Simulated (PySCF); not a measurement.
# Cr¹⁷⁺: ionisation energy

Cr¹⁷⁺ [He] 2s2 2p3 (4S) → Cr¹⁸⁺ [He] 2s2 2p2 (3P), as a difference of total energies. All numbers are calculated (PySCF 2.14, the non-relativistic Hamiltonian (point nucleus), in an uncontracted even-tempered set (18 s from 3.4 bohr⁻², ratio 2.2; 11 p from 4.4 bohr⁻², ratio 2.2; 6 d from 20 bohr⁻², ratio 2.4; 5 f from 29 bohr⁻², ratio 2.4; 5 g from 44 bohr⁻², ratio 2.4)). Correlated levels: nothing frozen; virtual orbitals above 40 to 60 times the deepest correlated orbital energy dropped. The calculations carry no spin-orbit coupling.

| method | ionisation energy (eV) |
| --- | --- |
| UHF | 1298.7 |
| LDA | 1297.8 |
| PBE | 1297.7 |
| PBE0 | 1298.2 |
| r2SCAN | 1299.5 |
| BLYP | 1298.0 |
| PBEsol | 1297.4 |
| MP2 (all electrons) | 1298.8 |
| SCS-MP2 (all electrons) | 1298.4 |

A first-order spin-orbit estimate (lowest level to lowest level, LS coupling) adds -6.412 eV.

These non-relativistic numbers lack the scalar-relativistic shift.

For comparison: 1294.8 ± 1.6 eV (semi-empirical (NIST evaluation); NIST Atomic Spectra Database, ionization energies).
